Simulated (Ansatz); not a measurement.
System (SMILES): [B]=O (B-O), doublet.
Atoms: B1, O2. Bonds: B1-O2.

Basis-set convergence of the highest harmonic wavenumber at PBE0 with Ansatz (an electronic-structure program). Each level at its own minimum, finite differences of forces, unscaled; the reference is a large set that could be run, not a limit. All functions are spherical. The program fits the integrals of some runs and decomposes those of others, by size. Open shells are unrestricted. No added dispersion term, no relativity. Reference: the value in aug-pcseg-3, 1950 cm⁻¹. Deviations are taken from unrounded values.

| basis | functions | highest harmonic wavenumber (cm⁻¹) |
|---|---|---|
| cc-pVDZ | 28 | 1928 |
| aug-cc-pVDZ | 46 | 1912 |
| def2-SVP | 28 | 1980 |
| def2-SVPD | 43 | 1962 |
| pcseg-1 | 28 | 1954 |
| aug-pcseg-1 | 46 | 1942 |
| 6-311G** | 36 | 1956 |
| 6-311+G** | 44 | 1947 |
| cc-pVTZ | 60 | 1948 |
| aug-cc-pVTZ | 92 | 1944 |
| pcseg-2 | 60 | 1950 |
| aug-pcseg-2 | 92 | 1949 |
| def2-TZVPP | 62 | 1944 |
| def2-TZVPPD | 77 | 1943 |
| cc-pVQZ | 110 | 1951 |
| aug-cc-pVQZ | 160 | 1949 |
| def2-QZVPP | 114 | 1950 |
| def2-QZVPPD | 129 | 1949 |
| pcseg-3 | 120 | 1950 |
| aug-pcseg-3 | 170 | 1950 |

What the diffuse functions change, pair by pair:
- cc-pVDZ to aug-cc-pVDZ: 18 more functions, deviation -22 to -39 cm⁻¹
- def2-SVP to def2-SVPD: 15 more functions, deviation 30 to 12 cm⁻¹
- pcseg-1 to aug-pcseg-1: 18 more functions, deviation 4 to -8 cm⁻¹
- 6-311G** to 6-311+G**: 8 more functions, deviation 5 to -3 cm⁻¹
- cc-pVTZ to aug-cc-pVTZ: 32 more functions, deviation -2 to -6 cm⁻¹
- pcseg-2 to aug-pcseg-2: 32 more functions, deviation 0 to -1 cm⁻¹
- def2-TZVPP to def2-TZVPPD: 15 more functions, deviation -6 to -7 cm⁻¹
- cc-pVQZ to aug-cc-pVQZ: 50 more functions, deviation 1 to -1 cm⁻¹
- def2-QZVPP to def2-QZVPPD: 15 more functions, deviation 0 to -1 cm⁻¹
- pcseg-3 to aug-pcseg-3: 50 more functions, deviation 0 to 0 cm⁻¹

Leaving out the reference's own pair, they bring the value nearer the reference by more than 1 cm⁻¹ in 2 of 9 pairs.
